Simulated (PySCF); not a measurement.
# Unknown compound

Molecular formula: C₄H₉O₂PSi. Simulated spectra:

$^{1}$H NMR (400 MHz, computed): δ 4.78 (m, 1H), 4.30 (m, 1H), 3.85 (s, 3H), 2.21 (m, 1H), 2.20 (m, 1H), 1.58 (m, 2H).

$^{13}$C{$^{1}$H} NMR (computed): δ 211.5 (C), 94.2 (CH), 63.1 (CH3), 34.4 (CH2).

PySCF calculation with shielding tensors at PBE0/pcSseg-1 (GIAO) and geometry from GFN2-xTB; one averaged value for each set of equivalent atoms, a single conformation, non-relativistic Hamiltonian, in vacuum.

δ = σ(ref) − σ, references computed at the same level: $^{1}$H (31.72 ppm) and $^{13}$C (186.93 ppm) against TMS.

Which of these isomers gave the spectra?
A. O=CO[Si@H](P)C1CC1
B. CO[C@@H]1C(=O)C[Si@H]1P
C. C=CP([SiH3])C(=O)OC
D. C=C(O[SiH2]P)C(C)=O
E. CC(=O)/C=C\O[SiH2]P
F. COC(=O)/P=C(\C)[SiH3]

## Answers

B. 

1. 4 carbon signals for 4 carbons: no two carbons are equivalent.
2. Carbon types of the structure: 1 × C, 1 × CH, 1 × CH2, 1 × CH3, leaving 3 H on heteroatoms.
3. δC 211.5: ketone carbonyl carbon; low-lying n→π* states of the double bond to the heteroatom give a large paramagnetic term (-279 ppm).
4. δC 94.2: sp3 CH bonded to O and Si, α to a carbonyl; the inductive effect lowers its shielding.
5. δC 63.1: methyl carbon bonded to O; pulled downfield by the heteroatom.
6. δH 3.85: hydrogen on a methyl carbon bonded to O; its carbon carries O, which withdraws density.
7. δH 2.21, 2.20: hydrogen on an sp3 CH2 bonded to Si, α to a carbonyl; α to C=O.

The others: O=CO[Si@H](P)C1CC1 would give 8 signals for carbon-bound and other non-exchanging H, not 6; COC(=O)/P=C(\C)[SiH3] would give 3 signals for carbon-bound and other non-exchanging H, not 6; CC(=O)/C=C\O[SiH2]P would give 5 signals for carbon-bound and other non-exchanging H, not 6; C=CP([SiH3])C(=O)OC would give 5 signals for carbon-bound and other non-exchanging H, not 6; C=C(O[SiH2]P)C(C)=O would give 5 signals for carbon-bound and other non-exchanging H, not 6.

Splittings by $^{31}$P in the carbon and heteronuclear signals aren't shown, as no couplings were computed. Shifts are as computed. Against solution values, carbons near 30 ppm lie about +3 ppm off and those near 130 ppm about +5 ppm. Of 1309 compounds with measured shifts, 239 miss one by over three times the rms of a fit or turn the order of signals round; such compounds aren't used in these exercises. Multiplicities follow the n + 1 count of equivalent neighbours, as no J values were calculated; m marks all less simple cases, F and P coupling included.
